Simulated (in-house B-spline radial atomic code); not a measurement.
Inner levels of thallium as electrons are removed. A shift is the extra binding of the orbital against the neutral atom ([Xe] 4f14 5d10 6s2 6p1). Computed with an all-electron radial atomic-structure program (B-spline basis): non-relativistic Hartree-Fock, average of the configuration, point nuclei.

This level leaves out relativity, spin-orbit splitting included, which matters for heavy ions.

```csv
ion,configuration,shift of 2p (eV),shift of 2s (eV),shift of 1s (eV),radius of 2p (bohr),radius of 2s (bohr),radius of 1s (bohr),Σ<r²> (bohr²),change of density at nucleus (bohr⁻³)
Tl46+,[Ar] 3d10 4s2 4p5,2295.56,2290.97,2306.07,0.066358,0.078473,0.018687,1.795,795.93
Tl47+,[Ar] 3d10 4s2 4p4,2380.99,2375.39,2397.77,0.066345,0.078456,0.018686,1.6244,869.48
Tl48+,[Ar] 3d10 4s2 4p3,2467.26,2460.61,2490.45,0.066332,0.078439,0.018686,1.4569,944.15
Tl49+,[Ar] 3d10 4s2 4p2,2554.36,2546.64,2584.12,0.066319,0.078422,0.018685,1.2925,1019.99
Tl50+,[Ar] 3d10 4s2 4p1,2642.29,2633.47,2678.78,0.066305,0.078404,0.018685,1.1311,1096.94
Tl51+,[Ar] 3d10 4s2,2731.05,2721.11,2774.42,0.066291,0.078386,0.018684,0.97258,1175.06
Tl52+,[Ar] 3d10 4s1,2818.2,2806.13,2866.99,0.066278,0.078381,0.018684,0.81335,-290.11
Tl53+,[Ar] 3d10,?,?,?,?,?,?,?,?
Tl54+,[Ar] 3d9,3080.69,3063.84,3141.84,0.066208,0.078314,0.018684,0.62031,-1637.29
Tl55+,[Ar] 3d8,3257.31,3237.74,3325.56,0.066149,0.078251,0.018684,0.58483,-1483.99
Tl56+,[Ar] 3d7,3435.92,3413.52,3511.6,0.066089,0.078187,0.018684,0.55029,-1328.06
Tl57+,[Ar] 3d6,3616.53,3591.19,3699.93,0.066028,0.078122,0.018684,0.51664,-1169.46
Tl58+,[Ar] 3d5,3799.12,3770.72,3890.58,0.065965,0.078055,0.018684,0.48387,-1008.23
Tl59+,[Ar] 3d4,3983.69,3952.12,4083.53,0.065901,0.077986,0.018684,0.45193,-844.32
Tl60+,[Ar] 3d3,4170.23,4135.38,4278.78,0.065835,0.077916,0.018684,0.4208,-677.75
Tl61+,[Ar] 3d2,?,?,?,?,?,?,?,?
Tl62+,[Ar] 3d1,4549.21,4507.43,4676.2,0.0657,0.077772,0.018684,0.36088,-336.64
Tl63+,[Ne] 3s2 3p6,?,?,?,?,?,?,?,?
Tl64+,[Ne] 3s2 3p5,4916.8,4867.19,5078.87,0.065621,0.077625,0.018683,0.29515,23.547
```

Task: Fill in the row of Tl53+.

Result: shift of 2p (eV): 2906.08; shift of 2s (eV): 2891.85; shift of 1s (eV): 2960.43; radius of 2p (bohr): 0.066265; radius of 2s (bohr): 0.078375; radius of 1s (bohr): 0.018684; Σ<r²> (bohr²): 0.65674; change of density at nucleus (bohr⁻³): -1787.91.

Task: Fill in the row of Tl61+.

Result: shift of 2p (eV): 4358.74; shift of 2s (eV): 4320.48; shift of 1s (eV): 4476.34; radius of 2p (bohr): 0.065768; radius of 2s (bohr): 0.077845; radius of 1s (bohr): 0.018684; Σ<r²> (bohr²): 0.39046; change of density at nucleus (bohr⁻³): -508.53.

Task: Fill in the row of Tl63+.

Result: shift of 2p (eV): 4741.63; shift of 2s (eV): 4696.21; shift of 1s (eV): 4878.35; radius of 2p (bohr): 0.065631; radius of 2s (bohr): 0.077697; radius of 1s (bohr): 0.018684; Σ<r²> (bohr²): 0.33204; change of density at nucleus (bohr⁻³): -162.07.
